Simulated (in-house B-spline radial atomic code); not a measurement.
# How G0W0 and RPA depend on the start: Cl-

Configuration [Ne] 3s2 3p6. Computed with an all-electron radial atomic-structure program (B-spline basis): all electrons, scalar-relativistic (spin-free one-electron X2C), finite nucleus, each spin shell either full or empty, empty states to l = 9 with an (l + 1/2)⁻⁴ tail; G0W0 by contour deformation at full frequency.

```csv
start,mean-field 3p (eV),G0W0 (eV),QP weight,RPA correlation (Eh)
Hartree-Fock,-4.074,?,?,?
LC-wPBE,-3.718,-3.919,0.898,-1.0026
wB97X,-3.435,?,?,?
BHandHLYP,-2.155,-3.686,0.843,-1.0043
CAM-B3LYP,-2.380,-3.787,0.849,-1.0202
PBE0,-0.983,-3.282,0.704,-1.0434
```

Task: What G0W0 level, weight and RPA correlation energy follow from the wB97X start?

Result: G0W0 level -3.980 eV, weight 0.892, RPA correlation -1.0016 hartree.

Task: What G0W0 level, weight and RPA correlation energy follow from the Hartree-Fock start?

Result: G0W0 level -4.089 eV, weight 0.912, RPA correlation -0.9355 hartree.

Task: How much of the dependence on the start does G0W0 remove?

Result: The mean-field levels span 3.09 eV and the G0W0 levels 0.807 eV. Against 3.613 eV (electron affinity of the neutral atom) the G0W0 removal energies are off by -0.33 to +0.48 eV, with spin-orbit coupling, Breit and QED terms left out.
